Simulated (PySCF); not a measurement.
# Peak assignment

Atom-mapped SMILES (the numbers label the heavy atoms): `[CH3:1][BH:2][O:3][CH3:4]`; H(Xn) means a hydrogen on atom n.

PySCF calculation with J couplings at B3LYP/pcJ-1 (spin–dipole term only in couplings to heteroatoms), PBE0-D3(BJ)/def2-SVP geometry and σ from GIAO-PBE0/pcSseg-1; rapidly exchanging positions averaged, a single conformation, non-relativistic, isolated molecule.

Shifts are taken against calculated references (same method and geometry level): TMS for 13C (184.41 ppm), 1H (31.27 ppm).

Question: Assign these signals to the numbered atoms. 13C{1H} NMR (computed): δ 62.4 (CH3), 7.5 (CH3).

Answer: 
62.4 → C4, methyl carbon bonded to O: the inductive effect lowers its shielding
7.5 → C1, methyl carbon bonded to B

Question: Assign these signals to the numbered atoms. 1H NMR (400 MHz, computed): δ 5.21 (br, 1H), 3.98 (s, 3H), 0.45 (s, 3H).

Answer: 
| δ (ppm) | atoms | environment | reason |
| --- | --- | --- | --- |
| 5.21 | H(B2) | hydrogen on a boron bonded to C, O | – |
| 3.98 | H(C4) | hydrogen on a methyl carbon bonded to O | its carbon carries O, hence the downfield position |
| 0.45 | H(C1) | hydrogen on a methyl carbon bonded to B | – |

Hydrogens on boron are broadened and split by 11B (spin 3/2, 80 %) and 10B (spin 3). A carbon bonded to boron is broadened by the quadrupolar boron nucleus and is often missing from a measured spectrum. Shifts are as computed. Against solution values, carbons near 30 ppm lie about +2 ppm off and those near 130 ppm about +5 ppm. Of 1211 compounds with measured shifts, 218 miss one by over three times the rms of a fit or turn the order of signals round; such compounds aren't used in these exercises.
